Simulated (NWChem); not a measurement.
System: MgSiH3I; SMILES [SiH3][Mg][I]

The following NWChem deck was run.

```
start job
memory heap 200 mb stack 900 mb global 1100 mb
geometry units angstroms noautosym nocenter noautoz
  Mg     0.046051    -1.017824     0.000252
  I      0.366309     1.534298     0.001524
  Si    -0.274760    -3.565720    -0.001028
  H     -0.485847    -4.107074    -1.384665
  H     -1.462933    -3.986002     0.813406
  H      0.914492    -4.283447     0.567181
end
basis spherical
  * library def2-svp
end
ecp
  I library def2-ecp
end
dft
  xc xwpbe 0.80 cpbe96 1.0 hfexch 1.00
  cam 0.2 cam_alpha 0.2 cam_beta 0.8
  iterations 150
end
tddft
  cis
  nroots 8
  notriplet
end
task tddft energy
```

Excerpt of the output:

```
             Northwest Computational Chemistry Package (NWChem) 7.3.0
             --------------------------------------------------------

                             Geometry "geometry" -> ""
                             -------------------------

 Output coordinates in angstroms (scale by  1.889725989 to convert to a.u.)

  No.       Tag          Charge          X              Y              Z
 ---- ---------------- ---------- -------------- -------------- --------------
    1 Mg                  12.0000     0.04605100    -1.01782400     0.00025200
    2 I                   53.0000     0.36630900     1.53429800     0.00152400
    3 Si                  14.0000    -0.27476000    -3.56572000    -0.00102800
    4 H                    1.0000    -0.48584700    -4.10707400    -1.38466500
    5 H                    1.0000    -1.46293300    -3.98600200     0.81340600
    6 H                    1.0000     0.91449200    -4.28344700     0.56718100

 Effective nuclear repulsion energy (a.u.)     277.2134669475

 Summary of "ao basis" -> "ao basis" (spherical)
 ------------------------------------------------------------------------------
       Tag                 Description            Shells   Functions and Types
 ---------------- ------------------------------  ------  ---------------------
 Mg                         def2-svp                 8       18   4s3p1d
 I                          def2-svp                10       26   4s4p2d
 Si                         def2-svp                 8       18   4s3p1d
 H                          def2-svp                 3        5   2s1p

            General Information
            -------------------
          SCF calculation type: DFT
          Wavefunction type:  closed shell.
          No. of atoms     :     6
          No. of electrons :    54
           Alpha electrons :    27
            Beta electrons :    27
          Charge           :     0
          Spin multiplicity:     1
          Use of symmetry is: off; symmetry adaption is: off
          Maximum number of iterations: 150
          AO basis - number of functions:    77
                     number of shells:    35
          Convergence on energy requested:  1.00D-06
          Convergence on density requested:  1.00D-05
          Convergence on gradient requested:  5.00D-04

              XC Information
              --------------
                     Hartree-Fock (Exact) Exchange  1.000
                     LC-wPBE(h)Exchange Functional  0.800
            Perdew 1991 LDA Correlation Functional  1.000 local
           PerdewBurkeErnz. Correlation Functional  1.000 non-local

           Range-Separation Parameters
           ---------------------------
           Alpha           :  0.20
           Beta            :  0.80
           Gamma           :  0.20
           Short-Range HF  :     F

             Grid Information
             ----------------
          Grid used for XC integration:  medium
          Radial quadrature: Mura-Knowles
          Angular quadrature: Lebedev.
          Tag              B.-S. Rad. Rad. Pts. Rad. Cut. Ang. Pts.
          ---              ---------- --------- --------- ---------
          Mg                  1.50       88          10.0       590
          I                   1.40      123          13.0       590
          Si                  1.10       88          13.0       590
          H                   0.35       45          14.0       434
          Grid pruning is: on
          Number of quadrature shells:   434
          Spatial weights used:  Erf1

      Superposition of Atomic Density Guess
      -------------------------------------

 Sum of atomic energies:        -836.89831194

      Non-variational initial energy
      ------------------------------

 Total energy =    -786.859053
 1-e energy   =   -1518.048127
 2-e energy   =     571.029468
 HOMO         =      -0.284208
 LUMO         =      -0.022293

[...]

                                NWChem TDDFT Module
                                -------------------

            General Information
            -------------------
           No. of orbitals :     154
            Alpha orbitals :      77
             Beta orbitals :      77
        Alpha frozen cores :       0
         Beta frozen cores :       0
     Alpha frozen virtuals :       0
      Beta frozen virtuals :       0
         Spin multiplicity :       1
    Number of AO functions :      77
        Use of symmetry is : off
      Symmetry adaption is : off
         Schwarz screening :  0.10D-07

              XC Information
              --------------
              Hartree-Fock (Exact) Exchange   1.00
              LC-wPBE(h)Exchange Functional   0.80
     Perdew 1991 LDA Correlation Functional   1.00 local
    PerdewBurkeErnz. Correlation Functional   1.00 non-local
           Alpha           :  0.20
           Beta            :  0.80
           Gamma           :  0.20

             TDDFT Information
             -----------------
          Calculation type : Tamm-Dancoff TDDFT
         Wavefunction type : Restricted singlets
          No. of electrons :      54
           Alpha electrons :      27
            Beta electrons :      27
              No. of roots :       8
          Max subspacesize :    5600
            Max iterations :     100
               Target root :       1
           Target symmetry : none
      Symmetry restriction : off
                 Algorithm : Optimal
        Davidson threshold :  0.10D-03

    8 smallest eigenvalue differences (eV)
--------------------------------------------------------
  No. Spin  Occ  Vir  Irrep   E(Occ)    E(Vir)   E(Diff)
--------------------------------------------------------
    1    1   27   28 a        -0.338     0.007     9.376
    2    1   26   28 a        -0.341     0.007     9.481
    3    1   25   28 a        -0.341     0.007     9.481
    4    1   27   29 a        -0.338     0.013     9.548
    5    1   27   30 a        -0.338     0.013     9.549
    6    1   26   29 a        -0.341     0.013     9.653
    7    1   25   29 a        -0.341     0.013     9.653
    8    1   26   30 a        -0.341     0.013     9.654
--------------------------------------------------------

  Entering Davidson iterations
  Restricted singlet excited states

  Iter   NTrls   NConv    DeltaV     DeltaE      Time
  ----  ------  ------  ---------  ---------  ---------
    1      8       0     0.83E-01   0.10+100       21.9
    2     16       0     0.31E-01   0.13E-01       20.5
    3     24       0     0.30E-01   0.32E-02       22.0
    4     32       0     0.15E-01   0.88E-03       21.0
    5     40       1     0.60E-01   0.11E-02       21.3
    6     47       2     0.50E-01   0.18E-01       21.4
    7     53       5     0.14E-01   0.18E-02       19.0
    8     56       5     0.31E-02   0.11E-03       16.7
    9     59       4     0.98E-03   0.11E-04       16.2
   10     63       6     0.19E-03   0.79E-06       18.0
   11     65       8     0.55E-04   0.34E-07       15.1
  ----  ------  ------  ---------  ---------  ---------
  Convergence criterion met

  Ground state a        -788.778563374642 a.u.

  ----------------------------------------------------------------------------
  Root   1 singlet a              0.195127448 a.u.                5.3097 eV
  ----------------------------------------------------------------------------
     Transition Moments    X  0.02348   Y -0.00438   Z -0.03008
     Dipole Oscillator Strength                    0.0001918861
     Electric Quadrupole                           0.0000004362
     Magnetic Dipole                               0.0000012719
     Total Oscillator Strength                     0.0001935942

     Occ.   25  a   ---  Virt.   28  a        0.78826
     Occ.   25  a   ---  Virt.   31  a       -0.11451
     Occ.   25  a   ---  Virt.   34  a        0.07004
     Occ.   25  a   ---  Virt.   37  a        0.07401
     Occ.   27  a   ---  Virt.   29  a       -0.58672
  ----------------------------------------------------------------------------
  Root   2 singlet a              0.195136439 a.u.                5.3099 eV
  ----------------------------------------------------------------------------
     Transition Moments    X -0.03094   Y  0.00562   Z -0.02491
     Dipole Oscillator Strength                    0.0002093852
     Electric Quadrupole                           0.0000004350
     Magnetic Dipole                               0.0000012701
     Total Oscillator Strength                     0.0002110902

     Occ.   26  a   ---  Virt.   28  a        0.78925
     Occ.   26  a   ---  Virt.   31  a       -0.11464
     Occ.   26  a   ---  Virt.   34  a        0.07011
     Occ.   26  a   ---  Virt.   37  a        0.07408
     Occ.   27  a   ---  Virt.   30  a       -0.58535
  ----------------------------------------------------------------------------
  Root   3 singlet a              0.202199803 a.u.                5.5021 eV
  ----------------------------------------------------------------------------
     Transition Moments    X -0.62021   Y  0.07292   Z  0.78019
     Dipole Oscillator Strength                    0.1346211721
     Electric Quadrupole                           0.0000003261
     Magnetic Dipole                               0.0000004660
     Total Oscillator Strength                     0.1346219642

[...]
```

Level: LRC-wPBEh/def2-SVP with def2 effective core potentials on I, TDA. All runs use the structure optimised with PBE0/def2-SVP. def2 effective core potentials on I; no spin-orbit coupling.
